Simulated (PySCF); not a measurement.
From one molecule to another.

First species: [AlCl3(PMe3)], C₃H₉AlCl₃P.
Z-matrix (Å and degrees, PBE0-D3(BJ)/def2-SVP geometry), rows numbered from 1:
```
C 
P   1  1.8173
C   2  1.8174  1  106.87
C   2  1.8175  1  106.87  3  -114.10
Al  2  2.3910  1  111.70  3   122.88
Cl  5  2.1283  2  101.09  1   -61.05
Cl  5  2.1277  2  101.54  1    58.40
Cl  5  2.1287  2  100.12  1   178.87
H   1  1.0998  2  108.27  3   178.17
H   1  1.0998  2  108.27  3   -64.90
H   1  1.0998  2  112.09  3    56.63
H   3  1.0998  2  111.87  1   -56.21
H   3  1.0997  2  108.41  1  -177.67
H   3  1.0997  2  108.33  1    65.20
H   4  1.0998  2  108.37  1   -64.19
H   4  1.0998  2  111.97  1    57.28
H   4  1.0998  2  108.31  1   178.77
```

Second species: Te(iPr)2, C₆H₁₄Te.
SMILES: `CC(C)[Te]C(C)C`

Levels: CAM-B3LYP/def2-SVPD for HOMO energy, LUMO energy, HOMO–LUMO gap and static isotropic polarisability; TDDFT CAM-B3LYP/def2-SVPD for lowest singlet excitation. Geometries: PBE0-D3(BJ)/def2-SVP. Each species is one conformer at its optimised geometry, gas phase (atoms past krypton carry core potentials, spin–orbit coupling is left out). Electronic properties by PySCF.

Dipoles, sizes and rotational constants follow the conformer. The torsions of the flexible species, by atom-mapped SMILES:
- `[CH3:1][P+:2]([CH3:3])([CH3:4])[Al-:5]([Cl:6])([Cl:7])[Cl:8]`: C1–P2–Al5–Cl6 -61°

Q: Which has the higher S1 energy?

A: The first: 7.38 eV against 3.72 eV, a difference of 3.66 eV.

Q: Which has the higher static isotropic polarisability?

A: The first: 124.5 au against 119.9 au, a difference of 4.6 au.

Q: Which of the two has the higher HOMO–LUMO gap, and by how much?

A: The first: 9.89 eV against 7.25 eV, a difference of 2.64 eV.

Q: Which has the higher HOMO energy?

A: The second: -6.81 eV against -9.44 eV, a difference of 2.63 eV.

On the first: S1 lies 2.51 eV below the HOMO–LUMO gap; its leading configuration is HOMO→LUMO, weight 0.88. The polarisability is 18.45 Å³ as a volume (1 au = 0.148185 Å³), or 1.17 au for each of the 106 electrons.

On the second: The 10 singlets span 3.72 to 6.99 eV, and their oscillator strengths add up to 0.32. S1 lies 3.53 eV below the HOMO–LUMO gap; its leading configuration is HOMO→LUMO, weight 0.88. Atoms past krypton carry effective core potentials; spin–orbit coupling is left out.
